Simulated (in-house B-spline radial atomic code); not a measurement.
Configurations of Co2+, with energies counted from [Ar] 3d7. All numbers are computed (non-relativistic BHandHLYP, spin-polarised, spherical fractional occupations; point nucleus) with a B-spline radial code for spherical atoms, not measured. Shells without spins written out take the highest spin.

Caution: exact exchange at fractional occupations of open shells leaves self-interaction of up to several eV.

Occupations are held fixed; configurations that lie above the ionisation limit could autoionise.

| configuration | E - E(ref) (eV) | highest orbital | its <r> (bohr) |
| --- | --- | --- | --- |
| [Ar] 3d(3 up, 4 down) | 7.2597 | 3d up | 1.045 |
| [Ar] 3d6 4d1 | 19.495 | 4d up | 4.132 |
| [Ar] 3d6 4f1 | 24.066 | 4f up | 6.186 |
| [Ne] 3s2 3p5 3d7 4s1 | 69.307 | 4s up | 2.331 |
| [Ne] 3s2 3p(2 up, 3 down) 3d(5 up, 2 down) 4s(0 up, 1 down) | 76.437 | 4s down | 2.369 |
| [Ne] 3s2 3p5 3d7 4d1 | 85.565 | 4d up | 4.098 |
| [Ne] 3s2 3p5 3d7 4f1 | 90.212 | 4f up | 6.162 |

**Question.** Order these further configurations by energy, lowest first.
A. [Ne] 3s2 3p5 3d7 4p1
B. [Ar] 3d(1 up, 5 down) 4f(1 up, 0 down)
C. [Ar] 3d6 4p1
D. [Ne] 3s2 3p5 3d8
E. [Ne] 3s2 3p(3 up, 2 down) 3d(4 up, 4 down)

**Answer.** C (11.282 eV), B (24.066 eV), D (63.54 eV), E (69.459 eV), A (77.281 eV).

**Question.** How far above the reference does [Ar] 3d6 4s1 lie?

**Answer.** 3.3599 eV; its least bound orbital is 4s up with <r> = 2.342 bohr.

**Question.** How far above the reference does [Ne] 3s2 3p(2 up, 3 down) 3d(2 up, 5 down) 4f(1 up, 0 down) lie?

**Answer.** 90.224 eV; its least bound orbital is 4f up with <r> = 6.175 bohr.
